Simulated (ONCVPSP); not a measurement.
## Before and after: ONCV potential for indium (In)

indium (In), optimised norm-conserving Vanderbilt (ONCV), made with ONCVPSP 4.0.1 (PBE, scalar-relativistic). Core [Kr], reference 4d10 5s2 5p0.5 (charge +0.5). Waves: 5s: rc 2.10 bohr, ncon 4, nbas 8, qcut 2.5 1/bohr, 2 projectors, debl 1.3 Ha; 5p: rc 2.80 bohr, ncon 4, nbas 8, qcut 2.6 1/bohr, 2 projectors, debl 1.9 Ha; 4d: rc 1.75 bohr, ncon 4, nbas 9, qcut 7.1 1/bohr, 2 projectors, debl 2.7 Ha. Local part: polynomial inside 1.35 bohr (lpopt 5, dvloc0 4 Ha). Core correction: Teter function, fcfact 4.75, rcfact 1.7.

Change: core correction Teter function, fcfact 3.4, rcfact 1.7.

Cutoffs: the cutoffs (Ha) at which the residual kinetic energy of the hardest occupied pseudo-wave falls to 1 and 0.1 mHa per electron; they do not see the model core or the augmentation charge, which bear on the density cutoff. Errors are all-electron minus pseudo energies relative to the spin-unpolarised reference configuration.

Question: Predict the effect on cutoff, ghosts and configuration errors.

Answer: The potential gets neither clearly harder nor softer (24 Ha and 66 Ha → 24 Ha and 66 Ha); of the 4 tests that both files solve, the error grows in 0 and shrinks in 2 by more than 15 % and 0.3 meV (median size 25.4 → 18.1 meV); neither file shows a bound ghost. A model core, the more so a compact one, raises the density cutoff, which this test does not measure.

| quantity | base | changed |
| --- | --- | --- |
| cutoff, loose | 24 Ha | 24 Ha |
| cutoff, tight | 66 Ha | 66 Ha |
| bound ghosts | none | none |
| GHOST(+) flags under 300 eV | s at 19.5 eV, p at 83.8 eV | s at 19.5 eV, p at 83.8 eV |
| error for 4d10 5s2 5p1, meV [ΔE -1.94 eV] | +0.1 | +0.2 |
| error for 4d10 5s2 5p0, meV [ΔE 3.42 eV] | -2.0 | -1.6 |
| error for 4d10 5s1 5p0, meV [ΔE 22.66 eV] | -49 | -35 |
| error for 4d9 5s2 5p2, meV [ΔE 16.37 eV] | -96 | -86 |
| s: phases at 2.14 bohr within 0.05 rad from the reference energy up to (Ha; the scan ends near 5) | 4.0 | 4.0 |
| p: phases at 2.85 bohr within 0.05 rad from the reference energy up to (Ha; the scan ends near 5) | 2.4 | 2.4 |
| d: phases at 1.77 bohr within 0.05 rad from the reference energy up to (Ha; the scan ends near 5) | to the end of the scan | to the end of the scan |
| rms error of d²Exc/dni dnj with the model core, mHa | 1.36 | 0.60 |
